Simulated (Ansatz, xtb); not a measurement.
C2H7Sn−: 4 structures ranked

4 gas-phase structures of C2H7Sn−, found in a search over its isomers (lower ones may exist). Each was relaxed with GFN2-xTB:

A. `[CH2-][SnH2][CH3]`, a singlet
B. `C[CH-][SnH3]`, a singlet
C. `[CH3][SnH-][CH3]`, a singlet
D. `C[CH2][SnH2-]`, a singlet

Problem. Estimate their order in r2SCAN-D4/def2-SVPD energy at these geometries, lowest first.

Solution. Calculated order at r2SCAN-D4/def2-SVPD: C (0.000), D (0.121), A (1.993), B (2.396) eV.

Energies above the lowest of each column, in eV; the last columns are at PBE0-D3(BJ)/def2-SVPD geometries and were run for some of them only (a dash: not run or not comparable):

```json
{"structure": "C", "GFN2-xTB": "0.440", "HF/STO-3G": "0.000", "r2SCAN-D4/def2-SVPD": "0.000", "PBE0-D3(BJ)/def2-SVPD": "0.000", "CCSD(T)/def2-SVPD + ΔMP2/def2-TZVPPD": "0.000"}
{"structure": "D", "GFN2-xTB": "0.000", "HF/STO-3G": "0.652", "r2SCAN-D4/def2-SVPD": "0.121", "PBE0-D3(BJ)/def2-SVPD": "0.101", "CCSD(T)/def2-SVPD + ΔMP2/def2-TZVPPD": "0.254"}
{"structure": "A", "GFN2-xTB": "2.828", "HF/STO-3G": "2.922", "r2SCAN-D4/def2-SVPD": "1.993", "PBE0-D3(BJ)/def2-SVPD": "1.952", "CCSD(T)/def2-SVPD + ΔMP2/def2-TZVPPD": "1.851"}
{"structure": "B", "GFN2-xTB": "2.462", "HF/STO-3G": "3.536", "r2SCAN-D4/def2-SVPD": "2.396", "PBE0-D3(BJ)/def2-SVPD": "–", "CCSD(T)/def2-SVPD + ΔMP2/def2-TZVPPD": "–"}
```

CCSD(T)/def2-SVPD + ΔMP2/def2-TZVPPD puts C lowest of those it was run on; GFN2-xTB picks D. Flexible structures stand in one conformer each, not always the lowest. Frequencies (PBE0-D3(BJ)/def2-SVPD) were run for A, C, D alone. Atoms past krypton carry core potentials in the def2 sets, without spin–orbit terms. ΔMP2 is the change of the MP2 energy from the smaller to the larger basis.

Over these structures GFN2-xTB departs from r2SCAN-D4/def2-SVPD by 0.333 eV on average once a common shift is removed. A GFN2-xTB relaxation took about 0.067 s and the r2SCAN-D4/def2-SVPD energy about 2.3 s on a shared host (Ansatz 0.2.0, xtb 6.7.1).
